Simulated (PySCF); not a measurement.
## A thermochemical cycle for SnI

r²SCAN in PySCF with def2-TZVPPD on every atom (core potentials on Sn, I), for the lowest determinant that a PBE0 search found; no spin–orbit coupling. SnI, a doublet (π ↑), has De = 3.15 eV to neutral atoms, and SnI⁺, a singlet (closed shell), has De = 3.67 eV to Sn⁺ + I.

At the same level the Sn atom ionises at 7.40 eV.

Q: What is the adiabatic ionisation energy of the molecule, and does ionisation strengthen or weaken the bond?

A: IE = IE(Sn) + De(neutral) − De(ion) = 7.40 + 3.15 − 3.67 = 6.88 eV. De changes by +0.52 eV, so ionisation strengthens the bond.

Spin–orbit coupling is left out, which matters for elements this heavy, above all for dissociation energies. For an ion De counts to the pair picked by the measured ionisation energies or electron affinities, which need not be the lowest pair at this level. States were picked by a PBE0 search and need not be the measured ground states.
